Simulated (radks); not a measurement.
Species: the terbium ion Tb3+. Configuration: [Xe] 4f7.5 5d0.5 (fractional occupations, a model configuration).

Method: scalar-relativistic Kohn-Sham, SCAN, spin-polarised, spherical densities, finite nucleus; open shells are filled with parallel spins first (spin-orbit coupling, left out, can overturn this in heavy ions); meta-GGA in the generalised Kohn-Sham scheme; Fermi nuclear charge, rms radius 5.06 fm; computed with a radial shooting solver on a logarithmic mesh with Libxc functionals.

Energy parts (hartree):
| part | energy |
|---|---|
| total | -11708.4711 |
| kinetic | 12600.9647 |
| electron-nucleus | -28531.9308 |
| Hartree | 4478.7295 |
| exchange-correlation | -256.2345 |

Orbitals (lengths in bohr, moments of r in powers of bohr; r(max) is where P^2 peaks; r(90%) holds 90 % of the orbital's charge):
| orbital | occ. | eigenvalue (hartree) | r(90%) | <r^4> | <r> | r(max) |
|---|---|---|---|---|---|---|
| 1s down | 1 | -1909.593 | 0.0389 | 1.064e-06 | 0.02151 | 0.01364 |
| 1s up | 1 | -1909.593 | 0.0389 | 1.064e-06 | 0.02151 | 0.01364 |
| 2s up | 1 | -318.4770 | 0.142 | 0.0001681 | 0.09145 | 0.07742 |
| 2s down | 1 | -318.4719 | 0.142 | 0.0001681 | 0.09145 | 0.07742 |
| 2p up | 3 | -282.9854 | 0.132 | 0.0001263 | 0.08089 | 0.06281 |
| 2p down | 3 | -282.9816 | 0.132 | 0.0001263 | 0.08088 | 0.06281 |
| 3s up | 1 | -72.10773 | 0.351 | 0.006449 | 0.2391 | 0.2194 |
| 3s down | 1 | -71.98938 | 0.350 | 0.006418 | 0.2388 | 0.2193 |
| 3p up | 3 | -61.08536 | 0.356 | 0.006797 | 0.2381 | 0.2156 |
| 3p down | 3 | -60.96323 | 0.356 | 0.006757 | 0.2377 | 0.2155 |
| 3d up | 5 | -46.71886 | 0.338 | 0.005434 | 0.2168 | 0.1768 |
| 3d down | 5 | -46.61928 | 0.337 | 0.005388 | 0.2164 | 0.1766 |
| 4s up | 1 | -15.61315 | 0.774 | 0.1570 | 0.5402 | 0.5048 |
| 4s down | 1 | -15.34372 | 0.776 | 0.1580 | 0.5407 | 0.5045 |
| 4p up | 3 | -11.95664 | 0.830 | 0.2053 | 0.5715 | 0.5267 |
| 4p down | 3 | -11.68751 | 0.832 | 0.2076 | 0.5724 | 0.5264 |
| 4d up | 5 | -6.92778 | 0.929 | 0.3195 | 0.6193 | 0.5459 |
| 4d down | 5 | -6.65403 | 0.934 | 0.3287 | 0.6217 | 0.5459 |
| 5s up | 1 | -2.95331 | 1.84 | 4.957 | 1.280 | 1.155 |
| 5s down | 1 | -2.86491 | 1.88 | 5.398 | 1.308 | 1.177 |
| 5p up | 3 | -2.04458 | 2.15 | 9.143 | 1.477 | 1.306 |
| 5p down | 3 | -1.97243 | 2.18 | 9.713 | 1.501 | 1.322 |
| 4f up | 7 | -1.47841 | 1.34 | 1.575 | 0.7952 | 0.5461 |
| 4f down | 0.5 | -1.21261 | 1.42 | 2.092 | 0.8300 | 0.5497 |
| 5d up | 0.5 | -0.96043 | 3.08 | 37.87 | 2.054 | 1.746 |

The highest occupied level is 5d up at -26.135 eV. Summed over all electrons, <r^2> = 35.76 bohr^2, which gives a Langevin (diamagnetic) susceptibility term of -28.3 x 10^-6 cm^3/mol. The density falls to 0.001 e/bohr^3 at r = 3.31 bohr.

Empty levels of this run are not shown, since the potential may be unsettled where no density lies.
